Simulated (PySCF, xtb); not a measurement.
Si(Cl)(OMe) (CH3ClOSi), SMILES CO[Si]Cl (connectivity only; charge and spin as stated), neutral, multiplicity 1. Other conformers were not sampled.

Harmonic wavenumbers (cm⁻¹) from GFN2-xTB (xtb) at its own minimum, in rising order: 90, 141, 170, 327, 408, 746, 1114, 1116, 1138, 1398, 1468, 1474, 2969, 2973, 2982.

Task: What does ωB97X-D3(BJ)/def2-SVP run with PySCF 2.14.0 give at its own minimum? (The exact figures need the calculation; the answer reports its results.)

Result: 63, 190, 191, 357, 511, 762, 1176, 1186, 1221, 1475, 1483, 1488, 3065, 3167, 3174. Paired by order, the mean absolute difference is 70 cm⁻¹ and the zero-point energies are 26.5 and 27.9 kcal/mol.
